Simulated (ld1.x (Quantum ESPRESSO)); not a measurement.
**Before and after: TM potential for aluminium (Al)**

| Quantity | Value |
| --- | --- |
| Element | Al (Z = 13) |
| Generator | ld1.x (Quantum ESPRESSO) 7.5 |
| Type | norm-conserving Troullier–Martins (Kleinman–Bylander form) |
| Functional | PBE |
| Relativity | scalar-relativistic |
| Frozen core | [Ne] |
| Valence charge | 3 |
| Reference configuration | 3s2 3p1 |
| Partial waves | 3s (bound): rc 2.25 bohr; 3p (bound): rc 2.25 bohr |
| Local potential | all-electron potential smoothed inside 2.05 bohr (lloc = -2) |
| Core correction | none |

Change: core correction a·sin(br)/r model core inside 1.74 bohr.

Cutoffs: the cutoffs (Ry, on a coarse ladder) from which the occupation-weighted sum of valence levels, in a spherical-Bessel basis at the reference potential, stays within 10 and 1 mRy of its value at 400 Ry; they do not see the model core or the augmentation charge, which bear on the density cutoff. Errors are all-electron minus pseudo energies relative to the spin-unpolarised reference configuration.

Q: What does the change do?

A: The potential gets neither clearly harder nor softer (8 Ry and 25 Ry → 8 Ry and 25 Ry); of the 7 tests that both files solve, the error grows in 0 and shrinks in 5 by more than 15 % and 0.3 meV (median size 6.4 → 0.5 meV); neither file shows a bound ghost. Exchange and correlation are not linear in the density, so unscreening with the valence charge alone errs where core and valence overlap; a model core restores that term. A model core, the more so a compact one, raises the density cutoff, which this test does not measure.

```csv
quantity,base,changed
"cutoff, loose",8 Ry,8 Ry
"cutoff, tight",25 Ry,25 Ry
bound ghosts,none,none
"error for 3s2 3p0, meV [ΔE 5.76 eV]",-1.2,+0.5
"error for 3s1 3p0, meV [ΔE 24.99 eV]",+23,+10
"error for 3s2 3p0.5, meV [ΔE 2.09 eV]",-0.2,+0.1
"error for 3s1 3p1, meV [ΔE 11.57 eV]",+9.1,+0.1
"error for 3s2 3p1.3, meV [ΔE -0.57 eV]",0.0,+0.1
"error for 3s0 3p3, meV [ΔE 10.45 eV]",+31,-7.9
"error for 3s1 3p2, meV [ΔE 5.14 eV]",+6.4,-2.3
s: phases at 2.44 bohr within 0.05 rad from the reference energy up to (Ry; the scan ends near 5),2.1,2.1
p: phases at 2.44 bohr within 0.05 rad from the reference energy up to (Ry; the scan ends near 5),3.1,3.1
```
